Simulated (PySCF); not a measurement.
C$_{2}$H$_{7}$N, charge +1, doublet, at a GFN2-xTB geometry (a state made from the parent by changing its charge; the spin is typed, not shown lowest); CCSD(T)/STO-3G (PySCF).

Here is a job for PySCF.
```python
from pyscf import gto, scf, cc

mol = gto.M(
    atom='''
C     1.16462032    0.49450601    0.01295376
C     0.05101631   -0.49634506   -0.14504533
N    -1.22392597   -0.02923642    0.12425339
H     2.12232609    0.03717846   -0.21925933
H     1.02729538    1.35887726   -0.64090065
H     1.20823305    0.88895655    1.03080842
H     0.25043837   -1.41179642    0.46113189
H     0.07477930   -0.95558498   -1.16180745
H    -2.03205693   -0.63143980    0.04244100
H    -1.37735325    0.92949821    0.41036181
''',
    basis='sto-3g',
    charge=1,
    spin=1,
    verbose=5,
)

mf = scf.UHF(mol)
mf.kernel()

mycc = cc.CCSD(mf)
mycc.level_shift = 0.2
mycc.kernel()
et = mycc.ccsd_t()
print('E(CCSD(T)) = %.10f' % (mycc.e_tot + et))
```

The log (banner, timings and long lists left out):

```
PySCF version 2.14.0

[INPUT] verbose = 5
[INPUT] max_memory = 4000
[INPUT] num. atoms = 10
[INPUT] num. electrons = 25
[INPUT] charge = 1
[INPUT] spin (= nelec alpha-beta = 2S) = 1
[INPUT] symmetry False subgroup None
[INPUT] Mole.unit = angstrom
[INPUT] Symbol           X                Y                Z      unit          X                Y                Z       unit  Magmom
[...]
[INPUT] ---------------- BASIS SET ----------------
[INPUT] l, kappa, [nprim/nctr], expnt,             c_1 c_2 ...
[INPUT] H
[...]
                                0.62391373        0.53532814
                                0.1688554         0.44463454
[INPUT] C
[...]
                                13.045096         0.53532814
                                3.5305122         0.44463454
[...]
                                0.6834831         0.39951283
                                0.2222899         0.70011547
[...]
                                0.6834831         0.60768372
                                0.2222899         0.39195739
[INPUT] N
[...]
                                18.052312         0.53532814
                                4.8856602         0.44463454
[...]
                                0.8784966         0.39951283
                                0.2857144         0.70011547
[...]
                                0.8784966         0.60768372
                                0.2857144         0.39195739

nuclear repulsion = 84.0183254341992
number of shells = 16
number of NR pGTOs = 66
number of NR cGTOs = 22
basis = sto-3g
ecp = {}

******** <class 'pyscf.scf.uhf.UHF'> ********
method = UHF
initial guess = minao
damping factor = 0
level_shift factor = 0
DIIS = <class 'pyscf.scf.diis.CDIIS'>
diis_start_cycle = 1
diis_space = 8
diis_damp = 0
SCF conv_tol = 1e-09
SCF conv_tol_grad = None
SCF max_cycles = 50
direct_scf = True
direct_scf_tol = 1e-13
number electrons alpha = 13  beta = 12
Set gradient conv threshold to 3.16228e-05
E1 = -343.74053348562893  E2 = 126.68314113884611  Ecoul = 146.4908827845489  Exc = -19.807741645702777
init E= -133.039066912584
cond(S) = 12.338679441935787

  alpha mo_energy =
[-15.50012811 -11.10087329 -11.09673727  -1.57810267  -1.23403375
  -0.91897705  -0.64016527  -0.53772165  -0.53697489  -0.40745539
  -0.36738043  -0.35824926  -0.15144546   0.43254207   0.50617054
   0.51235027   0.56883842   0.60179465   0.62410385   0.6624828
   0.71061133   0.72537852]
  beta  mo_energy =
[-15.50012811 -11.10087329 -11.09673727  -1.57810267  -1.23403375
  -0.91897705  -0.64016527  -0.53772165  -0.53697489  -0.40745539
  -0.36738043  -0.35824926  -0.15144546   0.43254207   0.50617054
   0.51235027   0.56883842   0.60179465   0.62410385   0.6624828
   0.71061133   0.72537852]
multiplicity <S^2> = 0.75  2S+1 = 2
E1 = -336.6908485674614  E2 = 120.33511361140852  Ecoul = 139.39570603616235  Exc = -19.060592424753835
cycle= 1 E= -132.337409521854  delta_E= 0.702  |g|= 0.207  |ddm|= 2.51
  alpha mo_energy =
[-15.91915587 -11.49975303 -11.26622647  -1.59867975  -1.27197869
  -1.1130945   -1.04079719  -0.96952619  -0.94951563  -0.78591716
  -0.76509909  -0.71661782  -0.68622478   0.19327891   0.27046923
   0.30229563   0.36022606   0.41381513   0.4761311    0.5212692
   0.54500637   0.56374511]
  beta  mo_energy =
[-15.90156513 -11.4986007  -11.26619358  -1.52225995  -1.24361313
  -1.09836665  -1.02195078  -0.92043733  -0.84239718  -0.75871602
  -0.71243897  -0.68568622  -0.22032505   0.23263896   0.28498639
   0.34107548   0.37497047   0.43506106   0.48726595   0.52883711
   0.54832902   0.56622279]
multiplicity <S^2> = 0.75319957  2S+1 = 2.003197
E1 = -337.78924621394833  E2 = 121.39445094709681  Ecoul = 140.52557573206516  Exc = -19.13112478496835
cycle= 2 E= -132.376469832652  delta_E= -0.0391  |g|= 0.0663  |ddm|= 0.352
  alpha mo_energy =
[-15.84011515 -11.35305257 -11.25414571  -1.55854395  -1.22921996
  -1.08347904  -1.01398105  -0.92646428  -0.90636117  -0.7592971
[...]
  -1.07562543  -1.00423206  -0.88770075  -0.82019073  -0.73356884
  -0.70628814  -0.67805027  -0.12635072   0.25664792   0.30678348
   0.37623942   0.41219528   0.48312825   0.52610027   0.54163321
   0.56056297   0.57813152]
multiplicity <S^2> = 0.76380182  2S+1 = 2.0137545
E1 = -337.6025385043205  E2 = 121.19839003500198  Ecoul = 140.35224407666593  Exc = -19.153854041663948
cycle= 10 E= -132.385823035119  delta_E= -4.62e-09  |g|= 1.79e-05  |ddm|= 0.000151
  alpha mo_energy =
[-15.8679811  -11.3663726  -11.25363586  -1.5857678   -1.2314366
  -1.09033028  -1.03070999  -0.94578847  -0.91098359  -0.76577999
  -0.73462737  -0.70985695  -0.66478755   0.21458805   0.2938329
   0.35804259   0.39545426   0.46987475   0.51796013   0.53768609
   0.55903145   0.57664391]
  beta  mo_energy =
[-15.83825623 -11.37021929 -11.25335082  -1.46868035  -1.21154562
  -1.07562236  -1.00422911  -0.88769952  -0.82018892  -0.7335654
  -0.70628562  -0.67804759  -0.12634638   0.25665129   0.30678553
   0.3762392    0.41219772   0.48312867   0.52610383   0.54163725
   0.56056658   0.57813485]
multiplicity <S^2> = 0.76379441  2S+1 = 2.0137472
E1 = -337.6025252461029  E2 = 121.19837677608949  Ecoul = 140.35222927761754  Exc = -19.15385250152805
cycle= 11 E= -132.385823035814  delta_E= -6.95e-10  |g|= 4.55e-06  |ddm|= 6.89e-05
  alpha mo_energy =
[-15.86798525 -11.36637279 -11.2536366   -1.58576967  -1.231437
  -1.09033085  -1.03071138  -0.94579033  -0.91098426  -0.76578045
  -0.73462752  -0.70985677  -0.66478737   0.21458651   0.29383167
   0.35804268   0.39545327   0.46987469   0.51795965   0.53768635
   0.55903172   0.57664412]
  beta  mo_energy =
[-15.83826037 -11.37021925 -11.25335172  -1.46868169  -1.21154618
  -1.07562303  -1.00423063  -0.88770024  -0.82018956  -0.73356552
  -0.70628556  -0.6780477   -0.1263473    0.25665026   0.30678441
   0.37623881   0.41219678   0.48312824   0.5261032    0.54163734
   0.56056673   0.57813498]
multiplicity <S^2> = 0.76379383  2S+1 = 2.0137466
E1 = -337.60252819697223  E2 = 121.19837972693134  Ecoul = 140.35223258319664  Exc = -19.153852856265303
Extra cycle  E= -132.385823035842  delta_E= -2.75e-11  |g|= 2.69e-06  |ddm|= 7.68e-06
converged SCF energy = -132.385823035842  <S^2> = 0.76379383  2S+1 = 2.0137466

******** <class 'pyscf.cc.uccsd.UCCSD'> ********
CC2 = 0
CCSD nocc = (np.int64(13), np.int64(12)), nmo = (22, 22)
max_cycle = 50
direct = 0
conv_tol = 1e-07
conv_tol_normt = 1e-06
diis_space = 6
diis_start_cycle = 0
diis_start_energy_diff = 1e+09
Init t2, MP2 energy = -0.143286339502402
Init E_corr(UCCSD) = -0.143286339509066
cycle = 1  E_corr(UCCSD) = -0.171537206155859  dE = -0.0282508666  norm(t1,t2) = 0.0579801
cycle = 2  E_corr(UCCSD) = -0.183035720825532  dE = -0.0114985147  norm(t1,t2) = 0.0290161
cycle = 3  E_corr(UCCSD) = -0.193518666738334  dE = -0.0104829459  norm(t1,t2) = 0.0164781
cycle = 4  E_corr(UCCSD) = -0.193445623129035  dE = 7.30436093e-05  norm(t1,t2) = 0.0054463
cycle = 5  E_corr(UCCSD) = -0.193614147529014  dE = -0.0001685244  norm(t1,t2) = 0.00189758
cycle = 6  E_corr(UCCSD) = -0.193529504969098  dE = 8.46425599e-05  norm(t1,t2) = 0.000625592
cycle = 7  E_corr(UCCSD) = -0.193543478966344  dE = -1.39739972e-05  norm(t1,t2) = 0.000210324
cycle = 8  E_corr(UCCSD) = -0.193544421799456  dE = -9.42833112e-07  norm(t1,t2) = 9.21907e-05
cycle = 9  E_corr(UCCSD) = -0.193546594159655  dE = -2.1723602e-06  norm(t1,t2) = 3.44446e-05
cycle = 10  E_corr(UCCSD) = -0.193543980562574  dE = 2.61359708e-06  norm(t1,t2) = 1.06716e-05
cycle = 11  E_corr(UCCSD) = -0.193543828258058  dE = 1.52304516e-07  norm(t1,t2) = 3.94911e-06
cycle = 12  E_corr(UCCSD) = -0.193544005055667  dE = -1.76797609e-07  norm(t1,t2) = 1.75501e-06
cycle = 13  E_corr(UCCSD) = -0.19354406683037  dE = -6.17747026e-08  norm(t1,t2) = 9.0254e-07
UCCSD converged
E(UCCSD) = -132.579367102672  E_corr = -0.1935440668303697
UCCSD(T) correction = -0.00129940494685982
E(CCSD(T)) = -132.5806665076
```
